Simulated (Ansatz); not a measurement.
Reaction (isomerisation): `NC[SiH](Cl)Cl` → `N[SiH](Cl)CCl`

Gas-phase electronic energies from Ansatz, PBE0-D4/def2-TZVP geometries. CCSD(T)/CBS is the MP2 limit (def2-TZVPP, def2-QZVPP) plus CCSD(T) − MP2 in def2-TZVPP, frozen cores. DFT in def2-TZVPP. One conformer a species, not always the lowest.

`NC[SiH](Cl)Cl`:

```xyz
10

N    -0.170   -1.019   -1.238
C     0.309   -0.813    0.124
Si    0.031    0.911    0.805
Cl    0.980    2.254   -0.424
Cl   -1.983    1.307    0.760
H    -1.165   -0.839   -1.296
H     0.283   -0.376   -1.876
H    -0.174   -1.534    0.791
H     1.380   -1.037    0.169
H     0.507    1.147    2.186
```

`N[SiH](Cl)CCl`:

Z-matrix (Å, degrees):
```
Si
Cl 1 2.067
C 1 1.875 2 106.8
N 1 1.697 2 115.4 3 120.3
H 1 1.480 2 105.9 3 -118.9
Cl 3 1.787 1 109.9 2 73.7
H 3 1.091 1 110.8 2 -167.7
H 3 1.090 1 112.0 2 -45.8
H 4 1.009 1 118.9 2 -72.6
H 4 1.007 1 120.6 2 71.9
```

| level | ΔE (kJ/mol) | difference from CCSD(T)/CBS |
| --- | --- | --- |
| PBE-D4 | 25.1 | 7.9 |
| r2SCAN-D4 | 21.7 | 4.5 |
| PBE0-D4 | 23.9 | 6.7 |
| ωB97X-V | 20.1 | 2.9 |
| B2PLYP | 17.9 | 0.7 |
| PBE0 | 24.0 | 6.8 |
| HF/def2-TZVPP | 16.8 | -0.4 |
| CCSD(T)/def2-TZVPP | 17.8 | 0.6 |
| MP2/CBS(def2) | 17.5 | 0.3 |
| CCSD/CBS(def2) | 17.1 | -0.1 |
| CCSD(T)/CBS | 17.2 | 0 |

Largest T1 diagnostic among the species: 0.009.
